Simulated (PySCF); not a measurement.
# BeTl⁻: one state, many levels of theory

State: ³Σ⁻ (triplet), unpaired electrons π ↑↑. Set-up: Be aug-cc-pVDZ, Tl aug-cc-pVDZ-PP with ECP60; scalar-relativistic core potentials (PySCF 2.14). De refers to Be + Tl⁻ in their high-spin ground configurations, without counterpoise correction. The functionals are run spin-unrestricted. A positive dipole points towards Tl; it is taken about the centre of mass and depends on that origin. Levels whose curve was spin-contaminated or gave no clean fit are not listed.

```csv
Level,Re (Å),ωe (cm⁻¹),De (eV),μ (D)
PBE,2.465,344,1.33,5.14
BP86,2.466,341,1.26,4.94
B3LYP,2.486,323,1.03,4.88
PBE0,2.460,346,1.21,5.03
M06,2.537,321,n/a,5.00
```

These are scalar-relativistic numbers at best; spin–orbit coupling would shift them, the dissociation energy most. For an ion De counts to the pair picked by the measured ionisation energies or electron affinities, which need not be the lowest pair at this level. The highest Kohn–Sham level is positive in this anion. Much of that is self-interaction error, but it also means that the finite basis helps to hold the extra electron. The state was picked by a PBE0 search and need not be the measured ground state.

The whole job (state search and all levels along the bond) took about 2.5 min on 1 thread of Arm Neoverse V2 (shared host), peak memory 0.79 GiB.
